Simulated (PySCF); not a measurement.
CH4MgOS, SMILES C[O][Mg][SH].

The structure is a stationary point at B3LYP-D3(BJ)/def2-SVP. The values are those of a single conformer.

Level of theory: PBE/def2-TZVPD in PySCF.

total energy: -713.70684 hartree
highest occupied level: -5.78 eV
lowest empty level: -2.08 eV
orbital gap: 3.70 eV
dipole moment: 1.07 D
quadrupole, principal values (traceless, Buckingham form, about the centre of nuclear charge): -12.17, 2.92, 9.26 D·Å
mean static polarisability: 70.2 bohr³ (10.41 Å³)
polarisability, principal values: 57.9, 61.1, 91.7 bohr³
